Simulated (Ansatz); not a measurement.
Molecule: C5H3O2, charge 0, multiplicity 2. It need not be the lowest isomer of its formula. 
Geometry from a B3LYP-D3(BJ)/def2-TZVP (Ansatz, a quantum-chemistry and plane-wave program) optimisation:
SMILES: O=[C]c1ccco1
```xyz
10

C     -1.9556     0.2534     0.2470
C     -1.4525    -1.0136     0.2931
O     -0.1206    -1.0167     0.1094
C      0.2614     0.3004    -0.0635
C     -0.8449     1.1028     0.0161
C      1.6351     0.6409    -0.2843
O      2.6056    -0.0382    -0.3564
H     -2.9873     0.5366     0.3637
H     -1.9126    -1.9754     0.4444
H     -0.8413     2.1750    -0.0822
```
Charge 0, spin multiplicity 2.

Quantity: atomisation energy (electronic, to ground-state atoms), in kJ/mol. Valence correlation only, unless marked. Open shells are spin-unrestricted. No spin-orbit coupling. No relativistic terms. The coupled-cluster limit lacks core correlation, which all-electron functionals hold. CBS(X,Y): correlation extrapolated as X^-3; Hartree-Fock from the larger set. The bracket is a focal-point correction in the basis named.

The UHF reference is spin-contaminated (<S^2> 0.27 over the pure value in the largest basis). 

```json
[
 {"level": "PBE0-D3(BJ)/def2-TZVPD", "program": "Ansatz + dftd3", "atomisation energy (kJ/mol)": "4952.2"},
 {"level": "CAM-B3LYP/def2-TZVPD", "program": "Ansatz", "atomisation energy (kJ/mol)": "(withheld)"},
 {"level": "LC-wPBE-D4/def2-TZVPD", "program": "Ansatz + dftd4", "atomisation energy (kJ/mol)": "(withheld)"},
 {"level": "B2GP-PLYP/def2-TZVPD", "program": "Ansatz", "atomisation energy (kJ/mol)": "4806.9"},
 {"level": "B2PLYP/def2-TZVPD", "program": "Ansatz", "atomisation energy (kJ/mol)": "(withheld)"},
 {"level": "RI-MP2/CBS(cc-pVTZ,cc-pVQZ)+[CCSD(T)-MP2]/cc-pVTZ", "program": "Ansatz", "atomisation energy (kJ/mol)": "4832.7"}
]
```

### Question
Complete the blanks.

### Answer

- CAM-B3LYP/def2-TZVPD, atomisation energy (kJ/mol): 4861.7
- LC-wPBE-D4/def2-TZVPD, atomisation energy (kJ/mol): 4922.6
- B2PLYP/def2-TZVPD, atomisation energy (kJ/mol): 4824.7
